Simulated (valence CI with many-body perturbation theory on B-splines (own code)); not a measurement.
# Zr: E2, M1 decay

Computed by relativistic CI+MBPT: four valence electrons over a frozen Dirac-Fock core [Kr], radial functions for each j: 9 s, 9 p, 10 d, 8 f, 5 g, 3 h, 1 i, with the one-electron correlation potential Σ1 (screened to all orders), the two-electron term Σ2, the three-electron term Σ3, Breit, model QED; selected single and double excitations, second order for the rest, scaled by the run's own slope (own B-spline code, finite nucleus).

Set against measurement, 42 paired levels are off by 226 cm⁻¹ on average, the worst by 361. These come from a selection out of the NIST Handbook of Basic Atomic Spectroscopic Data. Levels without a partner in it may be off by more, other configurations by 1,000 to 4,000 cm⁻¹. Among the levels kept, up to 580 cm⁻¹ of a level comes from second order outside the variational space, and about a tenth of that is noise between levels of different J, which matters for small intervals. 1 measured level below the end of the list, from 13142 cm⁻¹ on, found no clear computed partner.

Lines 1 to 50 of 113 in falling wavelength, among levels below 20877 cm⁻¹, chosen from the decays that carry over 1 % of a level's rate. Wavelengths and rates use the calculated energies, so an error of 200 cm⁻¹ moves a line at 26040 Å by 5.2 % and its rate by three times that or more. Electric multipoles are in the length gauge, E1 and E2 with the static RPA response of the core. S is in atomic units (e²a₀⁴ for E2 and M2, e²a₀⁶ for E3), for M1 in squared Bohr magnetons. Weak lines are less certain than strong ones. Lines between different terms over intervals too small for the method are left out, as are lines whose strength nearly cancels. Where a level lies close to another of its J and parity, the split of strength between their lines is uncertain.

Names give the largest LS component (configuration and term), which can be under half, so a name can repeat, a term be missing and a line seem to break the LS rules; names also repeat where a configuration has a term twice. Letters in brackets count levels of one name in rising energy.

```
λ vac (Å)  λ from measured levels            Upper            Lower  Type   A (s⁻¹)  S (a.u.)
6.610e+05               6.541e+05       4d³5s ⁵F_2       4d³5s ⁵F_1    M1  2.08e-04  1.11e+01
5.618e+05               5.573e+05      4d²5s² ³P_1      4d²5s² ³P_0    M1  9.37e-05  1.85e+00
4.435e+05               4.431e+05       4d³5s ⁵F_3       4d³5s ⁵F_2    M1  7.96e-04  1.80e+01
3.430e+05               3.431e+05       4d³5s ⁵F_4       4d³5s ⁵F_3    M1  1.40e-03  1.88e+01
2.873e+05               2.870e+05       4d³5s ⁵F_5       4d³5s ⁵F_4    M1  1.37e-03  1.32e+01
1.756e+05               1.753e+05      4d²5s² ³F_3      4d²5s² ³F_2    M1  4.71e-03  6.62e+00
1.502e+05               1.492e+05      4d²5s² ³F_4      4d²5s² ³F_3    M1  5.98e-03  6.77e+00
1.104e+05               1.092e+05  4d²5s² ¹D_2 [b]  4d²5s² ¹D_2 [a]    M1  7.67e-03  1.91e+00
    26040                   27660  4d²5s² ¹D_2 [a]      4d²5s² ³F_3    M1  1.28e-02  4.19e-02
    25000                   26280      4d²5s² ³P_1      4d²5s² ³F_3    E2  4.56e-05  1.19e+00
    23850                   22460       4d³5s ⁵F_2      4d²5s² ³F_3    M1  1.73e-04  4.35e-04
    22770                   23830      4d²5s² ³P_0      4d²5s² ³F_2    E2  8.40e-05  4.60e-01
    22760                   21510       4d³5s ⁵F_5      4d²5s² ³F_4    M1  9.04e-05  4.35e-04
    22680                   23890  4d²5s² ¹D_2 [a]      4d²5s² ³F_2    M1  1.22e-02  2.64e-02
    22630                   21370       4d³5s ⁵F_3      4d²5s² ³F_3    M1  1.54e-05  4.64e-05
    21890                   22850      4d²5s² ³P_1      4d²5s² ³F_2    M1  2.48e-04  2.89e-04
    21890                   22850      4d²5s² ³P_1      4d²5s² ³F_2    E2  1.44e-05  1.94e-01
    21680                   20530       4d³5s ⁵F_1      4d²5s² ³F_2    M1  2.58e-05  2.92e-05
    21680                   20530       4d³5s ⁵F_1      4d²5s² ³F_2    E2  2.43e-05  3.12e-01
    21070                   22070  4d²5s² ¹D_2 [b]      4d²5s² ³F_3    M1  1.67e-02  2.89e-02
    20990                   19910       4d³5s ⁵F_2      4d²5s² ³F_2    E2  1.07e-05  1.95e-01
    18810                   19600  4d²5s² ¹D_2 [b]      4d²5s² ³F_2    M1  8.35e-03  1.03e-02
    17930                   17290       4d³5s ⁵P_1  4d²5s² ¹D_2 [b]    M1  1.93e-03  1.24e-03
    17730                   18620       4d³5s ⁵P_3       4d³5s ⁵F_5    E2  9.89e-03  1.08e+02
    17510                   16910       4d³5s ⁵P_2  4d²5s² ¹D_2 [b]    M1  4.17e-03  4.14e-03
    17400                   18260       4d³5s ⁵P_2       4d³5s ⁵F_4    E2  7.11e-03  5.06e+01
    16940                   17740       4d³5s ⁵P_1       4d³5s ⁵F_3    E2  4.61e-03  1.72e+01
    16800                   16240       4d³5s ⁵P_3  4d²5s² ¹D_2 [b]    M1  3.59e-03  4.41e-03
    16700                   17490       4d³5s ⁵P_3       4d³5s ⁵F_4    E2  4.83e-03  3.92e+01
    16560                   17340       4d³5s ⁵P_2       4d³5s ⁵F_3    E2  7.59e-03  4.22e+01
    16320                   17060       4d³5s ⁵P_1       4d³5s ⁵F_2    E2  9.20e-03  2.85e+01
    15960                   16690       4d³5s ⁵P_2       4d³5s ⁵F_2    E2  4.33e-03  2.00e+01
    15930                   16640       4d³5s ⁵P_3       4d³5s ⁵F_3    E2  1.71e-03  1.09e+01
    15920                   16630       4d³5s ⁵P_1       4d³5s ⁵F_1    E2  8.52e-03  2.34e+01
    15920                   16630       4d³5s ⁵P_1       4d³5s ⁵F_1    M1  5.13e-04  2.30e-04
    15820                   15360       4d³5s ⁵P_1      4d²5s² ³P_1    M1  1.02e-02  4.47e-03
    15820                   15360       4d³5s ⁵P_1      4d²5s² ³P_1    E2  8.46e-04  2.24e+00
    15590                   16270       4d³5s ⁵P_2       4d³5s ⁵F_1    E2  1.05e-03  4.33e+00
    15430                   14930       4d³5s ⁵P_1  4d²5s² ¹D_2 [a]    M1  1.34e-03  5.49e-04
    15380                   14950       4d³5s ⁵P_1      4d²5s² ³P_0    M1  4.08e-03  1.65e-03
    15380                   16040       4d³5s ⁵P_3       4d³5s ⁵F_2    E2  3.59e-04  1.93e+00
    15110                   14640       4d³5s ⁵P_2  4d²5s² ¹D_2 [a]    M1  2.08e-03  1.33e-03
    14580                   14140       4d³5s ⁵P_3  4d²5s² ¹D_2 [a]    M1  4.50e-03  3.62e-03
    14420                   14670      4d²5s² ¹G_4      4d²5s² ³F_4    M1  2.00e-02  2.00e-02
    14260                   14530       4d³5s ³G_5       4d³5s ⁵F_5    M1  4.47e-02  5.29e-02
    13750                   13850       4d³5s ³G_4       4d³5s ⁵F_4    M1  2.46e-02  2.13e-02
    13590                   13780       4d³5s ³G_3       4d³5s ⁵F_3    M1  1.23e-02  7.98e-03
    13580                   13830       4d³5s ³G_5       4d³5s ⁵F_4    M1  1.36e-02  1.39e-02
    13220                   13310       4d³5s ³G_4       4d³5s ⁵F_3    M1  1.64e-02  1.27e-02
    13190                   13370       4d³5s ³G_3       4d³5s ⁵F_2    M1  1.38e-02  8.20e-03
```
